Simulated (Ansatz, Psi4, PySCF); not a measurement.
disilylmethane (CH₈Si₂), singlet, geometry from GFN2-xTB. Base run: B3LYP/STO-3G run with PySCF.

The PySCF input:
```python
from pyscf import gto, scf, dft

mol = gto.Mole()
mol.atom = '''
    Si    1.469501    0.675243   -0.004315
    C     0.249959   -0.773362   -0.140745
    Si   -1.582865   -0.324499    0.068147
    H     2.839701    0.182994   -0.185178
    H     1.181014    1.668952   -1.040543
    H     1.358676    1.297376    1.316715
    H     0.513805   -1.524899    0.604684
    H     0.384534   -1.254531   -1.110514
    H    -1.982528    0.632796   -0.965442
    H    -1.804865    0.261220    1.391816
    H    -2.402995   -1.534148   -0.060719
'''
mol.basis = 'sto-3g'
mol.charge = 0
mol.spin = 0
mol.verbose = 4
mol.build()

mf = dft.RKS(mol)
mf.xc = 'b3lyp'
mf.kernel()
```

The same geometry, method and basis name were run in Ansatz (a program for electronic structure) and Psi4 and PySCF, at each program's defaults and at the settings that a row names. The base is PySCF at its defaults. Differences at the defaults can come from grids, fitting, cores and function types together.

| code and settings | ΔE vs base (µEh) | basis functions | E (Eh) | SCF cycles | dipole (D) |
|---|---|---|---|---|---|
| PySCF, defaults (exact integrals, its default grid, spherical functions) | 0.0 | 31 | -614.74613 | 7 | 0.21 |
| Psi4, defaults (density fitting with its default set, its default grid, spherical functions) | -1666 | 31 | -614.74779 | 6 | 0.21 |
| Ansatz, defaults (factorised integrals, its default grid, spherical functions) | 0.4 | 31 | -614.74613 | - | - |
| PySCF, density fitting with def2-universal-jkfit | -1660 | 31 | -614.74779 | 7 | 0.21 |
| PySCF, fine grid | -0.1 | 31 | -614.74613 | 7 | 0.21 |
| Psi4, exact integrals, spherical functions, fine grid | 0.6 | 31 | -614.74613 | 8 | 0.21 |
| Ansatz, high accuracy | 0.1 | 31 | -614.74613 | - | - |
